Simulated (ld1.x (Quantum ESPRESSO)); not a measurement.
## PBEsol ultrasoft dataset for S (Z = 16), scalar-relativistic all-electron reference.

```
Element                 : sulfur (S)
Generator               : ld1.x (Quantum ESPRESSO) 7.5
Type                    : ultrasoft
Functional              : PBEsol
Relativity              : scalar-relativistic
Frozen core             : [Ne]
Valence charge          : 6
Reference configuration : 3s2 3p3 (charge +1)
Partial waves           : 3s (bound): rcut 1.10, rcutus 1.40 bohr; 3s channel at -1.15 Ry: rcut 1.10, rcutus 1.40 bohr; 3p (bound): rcut 1.15, rcutus 1.45 bohr; 3p channel at 0.25 Ry: rcut 1.15, rcutus 1.45 bohr; 3d channel at 0.1 Ry: rcut 1.05, rcutus 1.20 bohr; 3d channel at 1.55 Ry: rcut 1.05, rcutus 1.20 bohr
Local potential         : all-electron potential smoothed inside 0.95 bohr (lloc = -1)
Core correction         : none
Augmentation charge     : PSQ, inside the norm-conserving radii
```

All-electron outer shells of the reference configuration (PBEsol, scalar-relativistic, ld1.x):

| shell | level (eV) | outermost node (bohr) | outermost maximum (bohr) |
| --- | --- | --- | --- |
| 3s | -27.56 | 0.60 | 1.39 |
| 3p | -16.76 | 0.58 | 1.55 |

(1) Estimate the cutoffs (Ry, on a coarse ladder) from which the occupation-weighted sum of valence levels, in a spherical-Bessel basis at the reference potential, stays within 10 and 1 mRy of its value at 400 Ry.

(2) Does the potential have ghost states?

(3) Is the overlap operator S = 1 + Σ q|β⟩⟨β| positive definite (Bessel basis up to 400 Ry)?

(4) Tests: 3s2 3p4; 3s2 3p2; 3s2 3p1; 3s1 3p4; 3s0 3p6; 3s2 3p0; 3s1 3p5. Which has the largest error in its energy relative to the reference configuration, and how large is it?

Results:

(1) 18 Ry and 40 Ry.

(2) No extra level below or beside the all-electron valence levels (s, p, d, f tested).

(3) Yes: its lowest eigenvalue is 0.40 (s channel).

(4) 3s2 3p0, with +70 meV (all-electron minus pseudo) on +103.00 eV.
